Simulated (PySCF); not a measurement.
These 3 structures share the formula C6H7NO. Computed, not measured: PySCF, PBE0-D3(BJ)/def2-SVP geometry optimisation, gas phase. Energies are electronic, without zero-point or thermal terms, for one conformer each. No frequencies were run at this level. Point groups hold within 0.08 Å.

Problem. Order them by energy at this level, lowest first, and give relative energies in kJ/mol.
A. `[CH3:1][O:2][c:3]1[cH:4][cH:5][cH:6][n:7][cH:8]1` with C1–O2–C3–C4 -179°
B. `[CH:1]#[C:2][C:3]1([C:4]([NH2:5])=[O:6])[CH2:7][CH2:8]1` with C2–C3–C4–N5 0°, C3–C4–N5–H 179° and 1°
C. `[CH3:1][C:2](=[O:3])[CH2:4]/[CH:5]=[CH:6]\[C:7]#[N:8]` with C1–C2–C4–C5 -165°, C2–C4–C5–C6 147°

Solution. A (0.0), C (66.9), B (139.9).

As drawn, the lowest has an aromatic ring, which the highest lacks; the highest has a three-membered ring, a C=O bond and a C≡C bond, which the lowest lacks.

| SMILES | E (Eh) | E rel (kJ/mol) | dipole (D) | point group | A, B, C (MHz) |
| --- | --- | --- | --- | --- | --- |
| COc1cccnc1 | -362.13652 | 0.0 | 1.85 | Cs | 5168, 1610, 1237 |
| CC(=O)C/C=C\C#N | -362.11105 | 66.9 | 2.34 | C1 | 4588, 1007, 852.9 |
| C#CC1(C(N)=O)CC1 | -362.08323 | 139.9 | 2.90 | Cs | 2859, 2106, 1338 |
